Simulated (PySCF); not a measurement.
# Nuclear quadrupole coupling in `COC(C(=O)F)=C(C)C`

Species: C6H9FO2.
Atom-mapped SMILES: `[CH3:1][O:2][C:3]([C:4](=[O:5])[F:6])=[C:7]([CH3:8])[CH3:9]` (hydrogens: H10, H11, H12 on C1; H13, H14, H15 on C8; H16, H17, H18 on C9)

Structure used (GFN2-xTB), in Å, numbered top down from 1:
```
atom  x, y, z in Å
C1     2.422    0.668   -0.293
O2     1.368    0.579    0.649
C3     0.372   -0.330    0.347
C4     0.685   -1.751    0.426
O5     0.007   -2.695    0.168
F6     1.956   -1.973    0.886
C7    -0.885    0.101    0.079
C8    -1.198    1.558    0.045
C9    -2.026   -0.826   -0.166
H10    3.087    1.442    0.086
H11    2.977   -0.268   -0.385
H12    2.042    0.962   -1.278
H13   -1.637    1.817   -0.918
H14   -1.933    1.790    0.815
H15   -0.309    2.156    0.217
H16   -1.851   -1.425   -1.059
H17   -2.950   -0.267   -0.286
H18   -2.135   -1.532    0.656
```

Field gradients from the PBE0/pcSseg-1 density (PySCF, non-relativistic), principal values in atomic units, ordered |Vxx| ≤ |Vyy| ≤ |Vzz|:

| atom | Vxx | Vyy | Vzz |
| --- | --- | --- | --- |
| O2 | 0.0024 | 2.0361 | -2.0385 |
| O5 | 0.5599 | 0.9704 | -1.5303 |

Problem. Find the asymmetry η = (Vxx − Vyy)/Vzz and the couplings χ = eQV/h (234.96 MHz × Q in barn × V in au), with Q(17O) = −0.0256 b.

Solution. 
```csv
atom,environment,nucleus,η,χzz (MHz),χxx (MHz),χyy (MHz)
O2,ether oxygen,17O,1.00,12.26,-0.01,-12.25
O5,carbonyl oxygen,17O,0.27,9.20,-3.37,-5.84
```

At O2 η is above 0.9: Vyy and Vzz are nearly equal in size and opposite in sign, so a small change could swap them and flip the sign of χzz. The tensor is traceless: Vxx + Vyy + Vzz = 0.

Problem. What is Vzz at O5 in SI units (1 au = 9.71736 × 10²¹ V/m²)?

Solution. -1.5303 au = -14.870 × 10²¹ V/m².

Problem. And the gradient at the other heavy atoms, for which no coupling is worked out here?

Solution. 
| atom | environment | Vzz (au) | η |
| --- | --- | --- | --- |
| C1 | methoxy carbon | 0.441 | 0.07 |
| C3 | vinylic carbon bearing oxygen | 0.271 | 0.61 |
| C4 | acyl halide carbon | -0.501 | 0.21 |
| F6 | acyl fluorine | 2.546 | 0.35 |
| C7 | fully substituted alkene carbon | 0.427 | 0.16 |
| C8 | allylic carbon | -0.095 | 0.91 |
| C9 | allylic carbon | 0.104 | 0.27 |

Were the hydrogens deuterons (Q(2H) = 0.00286 b), χzz would run from 196 kHz (H12) to 210 kHz (H17 and H14).

Isolated species at its GFN2-xTB geometry (one conformer only). GFN2-xTB bond lengths can be off by several hundredths of an ångström, more for odd bonds, and the gradients follow them. These gradients aren't converged with respect to the basis.
